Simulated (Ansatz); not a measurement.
Ansatz (a program for electronic structure) input:
A basis named .json is the Basis Set Exchange file of that set.

Ansatz 0.2 input:
```yaml
crystal:
  periodic: [false, false, false]
  atoms:
    - {symbol: Si, position_ang: [0.54733611, 0.34333240, -0.60784220]}
    - {symbol: C, position_ang: [1.38001507, -1.31259231, -0.67620050]}
    - {symbol: Cl, position_ang: [1.33548567, 1.39637501, 1.00852279]}
    - {symbol: N, position_ang: [-1.16065869, 0.16597774, -0.45591643]}
    - {symbol: Si, position_ang: [-2.10263920, -1.11538149, 0.25027358]}
    - {symbol: H, position_ang: [0.82738714, 1.18623822, -1.78624109]}
    - {symbol: H, position_ang: [1.00052942, -1.90321401, -1.51203325]}
    - {symbol: H, position_ang: [2.45545276, -1.17948138, -0.80293196]}
    - {symbol: H, position_ang: [1.21746284, -1.87425568, 0.24474777]}
    - {symbol: H, position_ang: [-1.68108477, 1.02310610, -0.60194366]}
    - {symbol: H, position_ang: [-1.43919638, -2.40496061, -0.08050766]}
    - {symbol: H, position_ang: [-3.46504391, -1.06341109, -0.35139881]}
basis:
  gaussian:
    orbitals: aug-cc-pV_D+d_Z.json
magnetization: {spin_polarized: true, initial_magnetization: 1}
correlation: {method: ccsd_t, electrons: outside_noble_gas}
output: {forces: true}
```

Q: What final total energy does it print?

A: -1134.63382 Eh (CCSD(T)/aug-cc-pV(D+d)Z). The basis has 205 functions.

It need not be the lowest isomer of its formula.
